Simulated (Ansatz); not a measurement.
Reaction (silylene formation by 1,1-elimination): `C[SiH](C)[SiH2]F` → `C[SiH2]C` + `F[SiH]`

Isolated molecules relaxed with PBE0-D4/def2-TZVP in Ansatz; ΔE leaves out vibrations. CBS: MP2 limit from def2 TZ/QZ plus the TZ coupled-cluster correction, frozen cores. This one scheme is used for every species. Functionals use def2-TZVPP. HSE06 is defined as in plane-wave codes. One conformer a species, not always the lowest.

| level | ΔE (eV) |
| --- | --- |
| LDA (SPW92) | 2.29 |
| revPBE-D4 | 2.04 |
| CAM-B3LYP-D4 | 1.99 |
| HSE06 | 2.10 |
| BHLYP | 1.91 |
| RPA@PBE/def2-TZVPP | 1.75 |
| HF/def2-SVP | 1.79 |
| HF/CBS(def2) | 1.79 |

Question: What does CCSD(T)/CBS give? (Best estimate.)

Answer: The calculation gave: +2.00 eV. The listed levels differ from it by 0.29, 0.04, -0.01, 0.10, -0.09, -0.25, -0.21, -0.21 eV.

Largest T1 diagnostic among the species: 0.015.

At CCSD(T), def2-SVP lies −0.18 eV from the extrapolated value and def2-TZVPP −0.07 eV. Leaving LDA and LC-ωPBE aside and taking each functional with its dispersion term where it has one, the values, not all of them listed here, spread over 0.41 eV, from BLYP-D4 to r2SCAN0-D4. LDA lies +0.30 eV from PBE without D4. The D4 term adds +0.16 eV with B3LYP and +0.09 eV with PBE0; it sums over pairs of atoms, weighted by their polarisabilities, and B3LYP, whose exchange is more repulsive, gets the larger term.

B3LYP here is the variant with VWN-RPA as its local correlation; programs differ in this.
